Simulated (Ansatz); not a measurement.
Input file for `[InH2][B]1CO1`:

```yaml
crystal:
  periodic: [false, false, false]
  atoms:
    - {symbol: In, position_ang: [-0.978651, 1.532832, -0.743779]}
    - {symbol: B, position_ang: [0.301359, -0.076492, 0.120884]}
    - {symbol: C, position_ang: [0.683803, -1.466375, 0.627712]}
    - {symbol: O, position_ang: [1.541978, -0.260777, 0.583135]}
    - {symbol: H, position_ang: [-1.065466, 1.785909, -2.448115]}
    - {symbol: H, position_ang: [-1.964986, 2.527303, 0.263481]}
    - {symbol: H, position_ang: [0.461527, -1.791161, 1.639991]}
    - {symbol: H, position_ang: [1.020437, -2.251240, -0.043310]}
basis:
  gaussian: {orbitals: def2-SVP}
correlation: {method: ccsd_t}
```

```sh
$ ansatz run in.yaml --threads 2 --pin off --events-out ev --progress --plain --max-ram 4352MiB
```

The program prints (abridged):

```
Functional definition: HF
961 factors; integrals over basis functions are off by at most 1.1e-3 eV
mean field evaluation 1: about -8944.1366 eV, gradient 3.0e1 eV
mean field evaluation 2: about -8944.2280 eV, gradient 3.0e1 eV
mean field evaluation 4: about -8946.7422 eV, gradient 3.7e0 eV
mean field evaluation 8: about -8946.7934 eV, gradient 2.1e-1 eV
mean field -8946.79363321 eV, -328.7886016659 hartree, gradient 1.4e-6 eV, S^2 0.000000; 0 other end points of the search recorded, 0 dependent functions left out
7 core orbitals not correlated: weight in the atoms' cores, before any rotation towards them, 1.000 or more for the frozen orbitals, at most 0.000 for the correlated occupied ones
reference -8946.79363321 eV, -328.7886016659 hartree; 15, 15 occupied and 66, 66 virtual orbitals, 961 factors
second order -13.29630950 eV of doubles, -0.00000000 eV of singles
cycle   1  -13.72656923 eV  change   -4.3e-1 eV  update   1.1e-1
cycle   2  -14.19119568 eV  change   -4.6e-1 eV  update   3.5e-2
cycle   3  -14.32268485 eV  change   -1.3e-1 eV  update   2.1e-2
cycle   4  -14.31586658 eV  change    6.8e-3 eV  update   6.0e-3
cycle   5  -14.31529144 eV  change    5.8e-4 eV  update   2.8e-3
cycle   6  -14.31569307 eV  change   -4.0e-4 eV  update   9.5e-4
cycle   7  -14.31532471 eV  change    3.7e-4 eV  update   3.8e-4
cycle   8  -14.31525522 eV  change    6.9e-5 eV  update   1.3e-4
cycle   9  -14.31531120 eV  change   -5.6e-5 eV  update   4.6e-5
cycle  10  -14.31531932 eV  change   -8.1e-6 eV  update   1.8e-5
perturbative correction -0.47638364 eV, -0.0175067759 hartree
Total energy: -8961.58533617 eV, -329.3321867234 hartree
```

Run time 5.5 s (2 threads of an Arm Neoverse V1 on a shared host); peak host memory 0.34 GiB.

MP2 recovers 89.9 % of the CCSD(T) correlation energy and the triples give 3.2 %; T1 = 0.0152.
